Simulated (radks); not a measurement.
Coulomb parameter of the 4f shell of the erbium ion Er+ in the model configuration [Xe] 4f10.5 5d1.5 6s1, as a second difference U = [E(n + 0.5) + E(n - 0.5) - 2 E(n)] / (0.5)^2 with all orbitals relaxed. "Bare": the charge of the atom changes with n. "Screened": the 5d shell takes up the change at fixed total charge, which measures U(4f,4f) + U(5d,5d) - 2 U(4f,5d). All-electron calculation, Dirac Kohn-Sham, PBE, spin-unpolarised, spherical densities, finite nucleus; open shells are shared between the two j in proportion to 2j + 1; Fermi nuclear charge, rms radius 5.2516 fm. Program: a radial shooting solver on a logarithmic mesh with Libxc functionals.

\begin{tabular}{lrr}
case & configuration & E - E(n) (eV) \\ \hline
start & [Xe] 4f10.5 5d1.5 6s1 & 0.000 \\
bare +0.5 & [Xe] 4f11 5d1.5 6s1 & -7.745 \\
bare -0.5 & [Xe] 4f10 5d1.5 6s1 & 11.870 \\
screened +0.5 & [Xe] 4f11 5d1 6s1 & -4.621 \\
screened -0.5 & [Xe] 4f10 5d2 6s1 & 6.045 \\
\end{tabular}

U(bare) = 16.500 eV, U(screened by 5d) = 5.695 eV, against the Slater integral F0(4f,4f) = 33.392 eV with frozen orbitals.
